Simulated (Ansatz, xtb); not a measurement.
**Relative energy of two isomers of C3H6BrNSi**

We compare X, `C[Si@@H](Br)CC#N`, a singlet, with Y, `C[Si](C)(Br)C#N`, a singlet. Both are isolated molecules in the gas phase, relaxed with PBE-D3(BJ)/def2-SVP, each in the lowest conformer that the search found.

Quicker runs give these differences E(Y) − E(X): GFN2-xTB +0.621 eV; HF/STO-3G −0.759 eV (at GFN2-xTB geometries); r2SCAN-D4/def2-SVP −0.474 eV (at GFN2-xTB geometries).

Task: Which of the two would you expect CCSD(T)/def2-SVP + ΔMP2/def2-TZVPP electronic energies to favour?

Result: Structure Y; the calculation gives E(Y) − E(X) = −0.578 eV.

How the difference moves with the method:

```csv
level,geometry,E(Y) − E(X) (eV),departure from the last row (eV),"job, with rough time for the two"
GFN2-xTB,GFN2-xTB,+0.621,+1.198,"optimisation, 0.15 s"
HF/STO-3G,GFN2-xTB,−0.759,−0.181,"single point, 0.48 s"
r2SCAN-D4/def2-SVP,GFN2-xTB,−0.474,+0.103,"single point, 3.1 s"
PBE-D3(BJ)/def2-SVP,PBE-D3(BJ)/def2-SVP,−0.413,+0.164,"optimisation, 17 s"
HF/def2-SVP,PBE-D3(BJ)/def2-SVP,−0.482,+0.096,part of the CCSD(T) run
MP2/def2-SVP,PBE-D3(BJ)/def2-SVP,−0.525,+0.052,part of the CCSD(T) run
CCSD(T)/def2-SVP,PBE-D3(BJ)/def2-SVP,−0.496,+0.081,single point
CCSD(T)/def2-SVP + ΔMP2/def2-TZVPP,PBE-D3(BJ)/def2-SVP,−0.578,,"single point, 43 s"
```

As drawn, Y has 1 C–Si, 1 C–H in place of 1 C–C, 1 Si–H.

GFN2-xTB puts the two in the other order. The largest departure from CCSD(T)/def2-SVP + ΔMP2/def2-TZVPP is that of GFN2-xTB, 1.198 eV. The last row adds to CCSD(T) the change of the MP2 difference between the two basis sets, here −0.081 eV.

With thermal terms from frequencies at re-optimised GFN2-xTB minima (ideal gas, soft modes damped towards free rotors, one conformer each, 298.15 K, 1 atm): on the last row, ΔE + ΔZPE = −0.537, ΔH = −0.517, ΔG = −0.561 eV.

The correlated steps freeze 18 core orbitals; the filled d shell of Br is correlated, in a basis made for valence electrons. Mirror images aren't counted in ΔG. Codes used: Ansatz 0.2.0, xtb 6.7.1; the last row on 2 threads of Intel(R) Xeon(R) 6975P-C (Granite Rapids) on a shared host.
